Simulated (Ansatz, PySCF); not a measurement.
Gas-phase reaction (SMILES): O[Si](O)(O)Cl + F (HF) -> O[Si](O)(O)F [fluoro(trihydroxy)silane] + Cl (HCl); hydrogen fluoride cleaves one Si-Cl bond, a model of a ligand-exchange step.

Geometries: B3LYP-D3(BJ)/def2-TZVP minima from Ansatz (a quantum-chemistry and plane-wave program), one conformer each, not searched for the lowest. Correlated levels leave the core frozen unless marked. Spin-orbit coupling is left out. No relativistic terms. Basis-set limits of correlation are two-point, X^-3; Hartree-Fock from the larger set. The bracket is a focal-point correction in the basis named. Thermal terms are rigid-rotor harmonic-oscillator values from B3LYP-D3(BJ) frequencies (Ansatz or PySCF) at 298.15 K and 1 atm. 1 Eh = 627.5095 kcal/mol.

| species | E, RI-MP2/CBS(aug-cc-pV(T+d)Z,aug-cc-pV(Q+d)Z)+[CCSD(T)-MP2]/aug-cc-pV(T+d)Z (Ansatz) (Eh) | E, wB97X-V/def2-TZVPD (Ansatz) (Eh) | H - E (Eh) |
|---|---|---|---|
| O[Si](O)(O)Cl | -976.40476 | -977.33141 | 0.05273 |
| F (HF) | -100.39388 | -100.45520 | 0.01259 |
| O[Si](O)(O)F | -616.43984 | -617.05683 | 0.05355 |
| Cl (HCl) | -460.37874 | -460.74931 | 0.01000 |

Work out ΔE and ΔH at 298.15 K at the first level, then ΔH at the second.


1. ΔE = [(-616.43984) + (-460.37874)] - [(-976.40476) + (-100.39388)] = -0.01994 Eh = -12.5 kcal/mol at RI-MP2/CBS(aug-cc-pV(T+d)Z,aug-cc-pV(Q+d)Z)+[CCSD(T)-MP2]/aug-cc-pV(T+d)Z.
2. The terms H - E add up to -0.00177 Eh, so ΔH = (-0.01994 + (-0.00177))×627.5095 = -13.6 kcal/mol.
3. At wB97X-V/def2-TZVPD the same steps give ΔE = -12.3 and ΔH = -13.4 kcal/mol, a shift of +0.2 from the first level.
4. These values are not checked against measurement here, since the tables used lack a sound gas-phase enthalpy of formation for at least one species.
